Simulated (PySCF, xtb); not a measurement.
C2H7BO3, SMILES B([C@H](C)O)(O)O.

GFN2-xTB run with xtb 6.7.1 at its own geometry gives an orbital gap of 6.67 eV and a dipole moment of 0.90 D.

Coordinates come from a PBE0-D3(BJ)/def2-SVP optimisation. The structure was generated by enumeration; whether it is a known compound was not checked. Other conformers were not sampled.

**Question.** What does ωB97X/def2-TZVP (PySCF) give? (The exact figures need the calculation; the answer reports its results.)

**Answer.** gap 13.31 eV (levels -10.62 and 2.69 eV), dipole 1.47 D.
